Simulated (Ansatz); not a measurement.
Computed with Ansatz on PBE0-D4/def2-TZVP structures; ΔE is electronic, products minus reactants. CBS: MP2 limit from def2 TZ/QZ plus the TZ coupled-cluster correction, frozen cores. This one scheme is used for every species. Functionals use def2-TZVPP. B3LYP here is the variant with VWN-RPA as its local correlation; programs differ in this. Each species was taken in one conformer, which may not be the lowest.

Consider the redistribution: `OBO` + `[CH3][Al]([CH3])[O]B(O)O` → `OB(O)OB(O)O` + `[CH3][AlH][CH3]`.

Is it downhill or uphill in electronic energy at CCSD(T)/CBS, and by how much? (An estimate is asked.)

Computed: Uphill: ΔE = +0.46 eV.

What do these levels give: PBE-D4, PBE0-D4, ωB97X-V, B2PLYP, PBE, r2SCAN, PBE0, B3LYP, HF/def2-QZVPP, HF/CBS(def2), MP2/CBS(def2), CCSD/CBS(def2)? (Best estimate.)

Ansatz gave: PBE-D4 0.43, PBE0-D4 0.39, ωB97X-V 0.43, B2PLYP 0.48, PBE 0.43, r2SCAN 0.43, PBE0 0.39, B3LYP 0.47, HF/def2-QZVPP 0.40, HF/CBS(def2) 0.40, MP2/CBS(def2) 0.51, CCSD/CBS(def2) 0.46 eV.

Largest T1 diagnostic among the species: 0.013.

From PBE to PBE0 (25 % exact exchange), in def2-TZVPP and without D4, ΔE moves by −0.04 eV. In def2-TZVPP, CCSD(T) changes the Hartree–Fock value by +0.06 eV (the triples alone add +0.01 eV) and MP2 by +0.11 eV.
